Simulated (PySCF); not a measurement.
C5H3Cl, SMILES C(C#C)=C=CCl.

Coordinates come from a PBE0-D3(BJ)/def2-SVP optimisation. This is a generated structure with no PubChem entry under its InChIKey; it may be hypothetical.

These are ωB97X/def2-TZVP run with PySCF values and carry that method's errors.

The molecule is in vacuum.

```json
{
 "total_energy": "-652.41498 hartree",
 "highest_occupied_level": "-9.67 eV",
 "lowest_empty_level": "0.51 eV",
 "orbital_gap": "10.17 eV",
 "dipole_moment": "1.33 D",
 "quadrupole, principal values (traceless, Buckingham form, about the centre of nuclear charge)": "-4.79, -0.91, 5.69 D·Å",
 "mean_static_polarisability": "75.6 bohr³ (11.21 Å³)",
 "polarisability_principal_values": "46.6, 53.4, 126.9 bohr³"
}
```
